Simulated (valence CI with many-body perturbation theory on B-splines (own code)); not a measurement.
**Questions on As26+**

Computed by valence CI with perturbative core correlation (CI+MBPT): five valence electrons over a frozen Dirac-Fock core [He], radial functions for each j: 11 s, 11 p, 10 d, 8 f, 5 g, 2 h, with the one-electron correlation potential Σ1 (screened to all orders), the two-electron term Σ2, the three-electron term Σ3, Breit, model QED; selected single and double excitations, second order for the rest, scaled by the run's own slope (own B-spline code, finite nucleus).

The last digits are not significant, and no measured levels were compared; by estimate large intervals hold to a few tenths of a per cent, small ones and those within an open d or f shell to about a per cent. Among the levels kept, up to 5300 cm⁻¹ of a level comes from second order outside the variational space, and about a tenth of that is noise between levels of different J, which matters for small intervals.

Levels are named by their leading jj configuration (3d3/2^4 stands for four electrons in 3d with j = 3/2), which in mixed levels can hold well under half, so a name can repeat and another be missing.

Rates and lifetimes use the calculated energies. Strong lines usually hold to 10 to 20 %, long lifetimes can be off by a factor of two.

**Question.** What is the ground level?

**Answer.** (2s^2 2p1/2^2 2p3/2) J=3/2, composition 58 % 2s2.2p3 4S° + 29 % 2s2.2p3 2P° + 13 % 2s2.2p3 2D°, g = 1.643.

**Question.** Name the longest-lived excited levels whose lifetime is computed, and their main decay.

**Answer.** (2s^2 2p1/2 2p3/2^2) J=5/2 at 349.71 × 10³ cm⁻¹ lives 15.5 μs, mostly by M1 to (2s^2 2p1/2^2 2p3/2) J=3/2; (2s^2 2p1/2 2p3/2^2) J=3/2 at 263.63 × 10³ cm⁻¹ lives 2.80 μs, mostly by M1 to (2s^2 2p1/2^2 2p3/2) J=3/2; (2s^2 2p1/2 2p3/2^2) J=1/2 at 467.91 × 10³ cm⁻¹ lives 1.83 μs, mostly by M1 to (2s^2 2p1/2^2 2p3/2) J=3/2.

**Question.** Where does the other parity begin?

**Answer.** At (2s 2p1/2^2 2p3/2^2) J=5/2, 1151.1 × 10³ cm⁻¹.

**Question.** What is the ionisation energy?

**Answer.** 2765.3 eV; NIST lists 2766 ± 21 eV (semi-empirical).

**Question.** How well does LS coupling describe the low levels?

**Answer.** Among the lowest 20 levels the leading LS term, summed over configurations, holds 76 % on average. For single configurations the figures are 75 % in LS and 86 % in jj coupling. Terms mix most in the J = 1/2 level at 1830.7 × 10³ cm⁻¹, where the leading one holds 45 %.

**Question.** Among levels below 15171 × 10³ cm⁻¹, which E1 lines absorb most strongly from the ground level?

**Answer.** to (2s^2 2p1/2 2p3/2 3d3/2) J=3/2 at 0.7382 nm, f = 0.432; to (2s^2 2p1/2 2p3/2 3d3/2) J=5/2 at 0.7390 nm, f = 0.362; to (2s^2 2p1/2^2 3d5/2) J=5/2 at 0.7567 nm, f = 0.287.
